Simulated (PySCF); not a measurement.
**A ladder of Hamiltonians for Tl⁷⁷⁺ (thallium, charge +77)**

Occupied: 1s1/2, 2s1/2. Hartree-Fock calculated with PySCF 2.14 in an uncontracted even-tempered set (15 s from 22 bohr⁻², ratio 2.7; 13 p from 27 bohr⁻², ratio 2.7), Gaussian nucleus throughout. NR is non-relativistic, sf-X2C the spin-free one-electron X2C Hamiltonian, X2C adds the bare one-electron spin-orbit term, X2C-SNSO screens it by Boettger's factors, DC is four-component Dirac-Coulomb, and the Gaunt and Breit terms are added at first order (total energies over the DC spinors, levels after relaxing the spinors in that mean field). QED terms are absent. Levels marked empty are virtual spinors of this ion.

```json
{"Hamiltonian": "NR", "E (hartree)": "-8073.9818", "E − E(DC) (hartree)": "896.7696", "CPU seconds": "0.19"}
{"Hamiltonian": "sf-X2C", "E (hartree)": "-8965.5769", "E − E(DC) (hartree)": "5.1745", "CPU seconds": "0.12"}
{"Hamiltonian": "X2C", "E (hartree)": "-8965.5769", "E − E(DC) (hartree)": "5.1745", "CPU seconds": "0.12"}
{"Hamiltonian": "X2C-SNSO", "E (hartree)": "-8965.5769", "E − E(DC) (hartree)": "5.1745", "CPU seconds": "0.12"}
{"Hamiltonian": "DC", "E (hartree)": "-8970.7514", "E − E(DC) (hartree)": "0.0000", "CPU seconds": "2.1"}
{"Hamiltonian": "DC+Gaunt", "E (hartree)": "-8960.8709", "E − E(DC) (hartree)": "9.8804", "CPU seconds": "3.5"}
{"Hamiltonian": "DC+Breit", "E (hartree)": "-8961.0929", "E − E(DC) (hartree)": "9.6585", "CPU seconds": "27"}
```

| level (eV) | NR | sf-X2C | X2C | X2C-SNSO | DC | DC+Gaunt | DC+Breit |
| --- | --- | --- | --- | --- | --- | --- | --- |
| 1s1/2 | -87024.3 | -96012.0 | -96012.0 | -96012.0 | -96135.3 | -95898.8 | -95901.6 |
| 2s1/2 | -21118.6 | -23888.9 | -23888.9 | -23888.9 | -23904.7 | -23875.5 | -23878.4 |
| 2p1/2 (empty) | -20656.8 | -21659.5 | -23332.3 | -23281.5 | -23300.6 | -23247.5 | -23254.2 |
| 2p3/2 (empty) | -20656.8 | -21659.5 | -21028.7 | -21043.1 | -21046.4 | -21019.0 | -21025.9 |
| 3s1/2 (empty) | -9124.0 | -10070.1 | -10070.1 | -10070.1 | -10074.4 | -10066.2 | -10067.5 |

| interval (eV) | X2C | X2C-SNSO | DC | DC+Gaunt | DC+Breit |
| --- | --- | --- | --- | --- | --- |
| 2p3/2 − 2p1/2 | 2304 | 2238 | 2254 | 2228 | 2228 |

Weight of the small component: 1s1/2 0.0957, 2s1/2 0.0236, 2p1/2 0.0234, 2p3/2 0.0211, 3s1/2 0.0100.

Koopmans' value for the highest occupied level at DC+Breit: 23878.4 eV, against an ionisation energy of 23850 ± 120 eV (theoretical estimate listed by NIST; NIST Atomic Spectra Database, ionization energies); the former lacks relaxation, correlation, QED and recoil.

The whole ladder took 34 s of wall time on 1 thread of Neoverse-V2 (shared host), launched as `OMP_NUM_THREADS=1 python relrun2.py TASK.json OUT` (a driver that calls PySCF for each Hamiltonian).

Dirac-Coulomb iterations, started from the X2C spinors:

```
with_ssss True, with_gaunt False, with_breit False
light speed = 137.03599967994
init E= -8848.95372291035
cycle= 1 E= -8970.7510080816  delta_E= -122  |g|= 3.73  |ddm|= 0.163
cycle= 2 E= -8970.75137454961  delta_E= -0.000366  |g|= 0.00694  |ddm|= 0.00096
cycle= 3 E= -8970.75137455426  delta_E= -4.65e-09  |g|= 1.37e-05  |ddm|= 9.25e-06
```
